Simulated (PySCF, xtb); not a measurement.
LiCl, SMILES [Li][Cl].

GFN2-xTB (xtb 6.7.1) at its own geometry gives an orbital gap of 3.96 eV and a dipole moment of 6.19 D.

Geometry optimised at PBE0-D3(BJ)/def2-TZVPD.

### Question
What does B3LYP/def2-TZVPD (PySCF) give? (An estimate is asked for; the answer gives what the named calculation found.)

### Answer
gap 5.28 eV (levels -6.93 and -1.65 eV), dipole 6.97 D.
